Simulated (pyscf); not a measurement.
**H₃C–In(CH₃)–NH₂, singlet**

Gas-phase minimum from PySCF at ωB97X-D3(BJ)/def2-SVP, one conformer. 

```xyz
12

C     -1.8299     1.0838    -2.0102
In    -0.5053     0.1157    -0.6157
C      0.1712    -1.9285    -0.5914
N      0.2068     1.2878     0.8723
H     -2.0212     2.1253    -1.7127
H     -1.3888     1.0836    -3.0193
H     -2.7919     0.5510    -2.0647
H      0.7903    -2.1270     0.2960
H     -0.6849    -2.6208    -0.5857
H      0.7700    -2.1430    -1.4905
H     -0.0150     2.2700     0.9911
H      0.8423     0.9758     1.5982
```
Charge 0, spin multiplicity 1.

Bonds (Å): C1–In2 2.153, C1–H5 1.100, C1–H6 1.101, C1–H7 1.101, In2–C3 2.153, In2–N4 2.024, C3–H8 1.100, C3–H9 1.101, C3–H10 1.101, N4–H11 1.014, N4–H12 1.014. Bond angles (°): In2–C1–H5 111.0, In2–C1–H6 110.3, In2–C1–H7 110.6, H5–C1–H6 108.5, H5–C1–H7 108.6, H6–C1–H7 107.7, C1–In2–C3 128.9, C1–In2–N4 115.6, C3–In2–N4 115.5, In2–C3–H8 110.9, In2–C3–H9 110.7, In2–C3–H10 110.3, H8–C3–H9 108.7, H8–C3–H10 108.5 (the first ones only).

Properties at ωB97X-D3(BJ)/def2-SVP:

* **Harmonic wavenumbers, unscaled**: 37, 46, 112, 122, 132, 221, 367, 506, 535, 617, 625, 668, 711, 720, 747, 1213, 1216, 1445, 1445, 1447, 1452, 1528, 3072, 3073, 3174, 3174, 3186, 3186, 3619, 3721 cm⁻¹
* **Zero-point energy**: 60.2 kcal/mol
* **Rotational symmetry number**: 1
* **Entropy of this conformer at 298 K and 1 atm, rigid rotor and harmonic oscillator, modes under 100 cm⁻¹ raised to 100**: 377.0 J/(mol K)
* **Dipole moment**: 0.02 D

Single-point totals, which compare only within one level:

```
level                   total energy (hartree)
----------------------  ----------------------
ωB97X-D3(BJ)/def2-TZVP              -326.11402
PBE/def2-TZVP                       -325.78198
r²SCAN/def2-TZVP                    -325.95396
B3LYP-D3(BJ)/def2-TZVP              -326.05809
PBE0-D3(BJ)/def2-TZVP               -325.80655
M06-2X/def2-TZVP                    -325.82749
ωB97M-D3(BJ)/def2-TZVP              -326.02956
```

The lowest mode is so soft that the shape along it may change with the basis. Soft torsions are taken as harmonic, which can shift the entropy by several J/(mol K). Elements past Kr carry the def2 core potentials, without spin-orbit coupling.
